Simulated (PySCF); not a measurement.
Cl6Pt, charge -3, doublet, at a GFN2-xTB geometry of the parent state (such geometries of metal compounds can be far from the true shape) (a state made from the parent by changing its charge; the spin is typed, not shown lowest) (core potentials on Pt) (in this run its highest filled SCF level lies above zero, so its values depend strongly on the basis, on diffuse functions most of all); DF-PBE0/def2-SV(P) run with PySCF.

PySCF was given this input:
```python
from pyscf import gto, scf, dft

mol = gto.M(
    atom='''
Pt   -0.00000000    0.00000000    0.00000000
Cl    2.07992728    0.86249713   -0.73590801
Cl    0.74376821    0.12252287    2.24574183
Cl   -0.74376821   -0.12252287   -2.24574183
Cl   -2.07992728   -0.86249713    0.73590801
Cl   -0.85572820    2.20287227    0.16322500
Cl    0.85572820   -2.20287227   -0.16322500
''',
    basis='def2-sv(p)',
    ecp={'Pt': 'def2-sv(p)'},
    charge=-3,
    spin=1,
    verbose=4,
)

mf = dft.UKS(mol)
mf.xc = 'pbe0'
mf = mf.density_fit(auxbasis='def2-universal-jkfit')
mf.kernel()
```

Write the output that PySCF gives for this input, abridged.


```
PySCF version 2.14.0

[INPUT] verbose = 4
[INPUT] num. atoms = 7
[INPUT] num. electrons = 123
[INPUT] charge = -3
[INPUT] spin (= nelec alpha-beta = 2S) = 1
[INPUT] symmetry False subgroup None
[INPUT] Mole.unit = angstrom
[INPUT] Symbol           X                Y                Z      unit          X                Y                Z       unit  Magmom
[INPUT]  1 Pt     0.000000000000   0.000000000000   0.000000000000 AA    0.000000000000   0.000000000000   0.000000000000 Bohr   0.0
[INPUT]  2 Cl     2.079927280000   0.862497130000  -0.735908010000 AA    3.930492918212   1.629883358923  -1.390664591774 Bohr   0.0
[INPUT]  3 Cl     0.743768210000   0.122522870000   2.245741830000 AA    1.405518217058   0.231534668296   4.243837005180 Bohr   0.0
[INPUT]  4 Cl    -0.743768210000  -0.122522870000  -2.245741830000 AA   -1.405518217058  -0.231534668296  -4.243837005180 Bohr   0.0
[INPUT]  5 Cl    -2.079927280000  -0.862497130000   0.735908010000 AA   -3.930492918212  -1.629883358923   1.390664591774 Bohr   0.0
[INPUT]  6 Cl    -0.855728200000   2.202872270000   0.163225000000 AA   -1.617091935067   4.162825277699   0.308450546682 Bohr   0.0
[INPUT]  7 Cl     0.855728200000  -2.202872270000  -0.163225000000 AA    1.617091935067  -4.162825277699  -0.308450546682 Bohr   0.0

nuclear repulsion = 1054.78027991138
number of shells = 59
number of NR pGTOs = 266
number of NR cGTOs = 133
basis = def2-sv(p)
ecp = {'Pt': 'def2-sv(p)'}

******** <class 'pyscf.df.df_jk.DFUKS'> ********
method = DFUKS
initial guess = minao
damping factor = 0
level_shift factor = 0
DIIS = <class 'pyscf.scf.diis.CDIIS'>
diis_start_cycle = 1
diis_space = 8
diis_damp = 0
SCF conv_tol = 1e-09
SCF conv_tol_grad = None
SCF max_cycles = 50
direct_scf = False
number electrons alpha = 62  beta = 61
XC library pyscf.dft.libxc version 7.1.2
    S. Lehtola, C. Steigemann, M. J. T. Oliveira, and M. A. L. Marques,  SoftwareX 7, 1–5 (2018)
XC functionals = pbe0
    C. Adamo and V. Barone,  J. Chem. Phys. 110, 6158 (1999)
    M. Ernzerhof and G. E. Scuseria,  J. Chem. Phys. 110, 5029 (1999)
radial grids:
    Treutler-Ahlrichs [JCP 102, 346 (1995); DOI:10.1063/1.469408] (M4) radial grids

becke partition: Becke, JCP 88, 2547 (1988); DOI:10.1063/1.454033
pruning grids: <function nwchem_prune>
grids dens level: 3
symmetrized grids: False
atomic radii adjust function: <function treutler_atomic_radii_adjust>
small_rho_cutoff = 0
Set gradient conv threshold to 3.16228e-05
tot grids = 137592
******** <class 'pyscf.df.df.DF'> ********
auxbasis = def2-universal-jkfit
init E= -2867.13120652169

cycle= 1 E= -2877.63607338337  delta_E= -10.5  |g|= 1.37  |ddm|= 5.97
cycle= 2 E= -2863.13096893025  delta_E= 14.5  |g|= 3.68  |ddm|= 27.5
cycle= 3 E= -2878.19537307448  delta_E= -15.1  |g|= 0.961  |ddm|= 27.4
cycle= 4 E= -2878.59123175086  delta_E= -0.396  |g|= 0.47  |ddm|= 0.715
cycle= 5 E= -2878.71017461657  delta_E= -0.119  |g|= 0.0912  |ddm|= 0.492
cycle= 6 E= -2878.71438910445  delta_E= -0.00421  |g|= 0.0197  |ddm|= 0.0839
cycle= 7 E= -2878.7145938114  delta_E= -0.000205  |g|= 0.00548  |ddm|= 0.0241
cycle= 8 E= -2878.71461176788  delta_E= -1.8e-05  |g|= 0.000867  |ddm|= 0.00981
cycle= 9 E= -2878.71461242947  delta_E= -6.62e-07  |g|= 0.000409  |ddm|= 0.00194
cycle= 10 E= -2878.71461265766  delta_E= -2.28e-07  |g|= 0.000159  |ddm|= 0.00187
cycle= 11 E= -2878.71461280416  delta_E= -1.46e-07  |g|= 0.000111  |ddm|= 0.00201
cycle= 12 E= -2878.71461290366  delta_E= -9.95e-08  |g|= 0.000113  |ddm|= 0.00158
cycle= 13 E= -2878.71461300901  delta_E= -1.05e-07  |g|= 0.000112  |ddm|= 0.00167
cycle= 14 E= -2878.71461311074  delta_E= -1.02e-07  |g|= 0.000112  |ddm|= 0.00162
cycle= 15 E= -2878.71461298325  delta_E= 1.27e-07  |g|= 0.000112  |ddm|= 0.00203
cycle= 16 E= -2878.71460871185  delta_E= 4.27e-06  |g|= 0.000189  |ddm|= 0.0671
cycle= 17 E= -2878.71461437339  delta_E= -5.66e-06  |g|= 0.0001  |ddm|= 0.0894
cycle= 18 E= -2878.71461171138  delta_E= 2.66e-06  |g|= 0.000112  |ddm|= 0.0424
cycle= 19 E= -2878.71460751527  delta_E= 4.2e-06  |g|= 0.000184  |ddm|= 0.0658
cycle= 20 E= -2878.71461004698  delta_E= -2.53e-06  |g|= 0.000245  |ddm|= 0.0402
cycle= 21 E= -2878.71460591639  delta_E= 4.13e-06  |g|= 0.000128  |ddm|= 0.0658
cycle= 22 E= -2878.7143941031  delta_E= 0.000212  |g|= 0.0164  |ddm|= 0.604
cycle= 23 E= -2878.71459881417  delta_E= -0.000205  |g|= 0.000775  |ddm|= 0.497
cycle= 24 E= -2878.71458798915  delta_E= 1.08e-05  |g|= 0.00229  |ddm|= 0.165
cycle= 25 E= -2878.71458638115  delta_E= 1.61e-06  |g|= 0.00262  |ddm|= 0.0123
cycle= 26 E= -2878.71458752167  delta_E= -1.14e-06  |g|= 0.00235  |ddm|= 0.00405
cycle= 27 E= -2878.71458950905  delta_E= -1.99e-06  |g|= 0.00144  |ddm|= 0.0194
cycle= 28 E= -2878.71458763573  delta_E= 1.87e-06  |g|= 0.00136  |ddm|= 0.125
cycle= 29 E= -2878.71458905315  delta_E= -1.42e-06  |g|= 0.000271  |ddm|= 0.0171
cycle= 30 E= -2878.7145889359  delta_E= 1.17e-07  |g|= 0.000173  |ddm|= 0.0361
cycle= 31 E= -2878.71458894285  delta_E= -6.94e-09  |g|= 0.000138  |ddm|= 0.00376
cycle= 32 E= -2878.71458895706  delta_E= -1.42e-08  |g|= 2.76e-06  |ddm|= 0.00147
cycle= 33 E= -2878.71458895698  delta_E= 8.73e-11  |g|= 3.35e-06  |ddm|= 0.000727
Extra cycle  E= -2878.71458895698  delta_E= -1.82e-12  |g|= 3.74e-06  |ddm|= 1.25e-05
converged SCF energy = -2878.71458895698  <S^2> = 0.75160934  2S+1 = 2.0016087
```
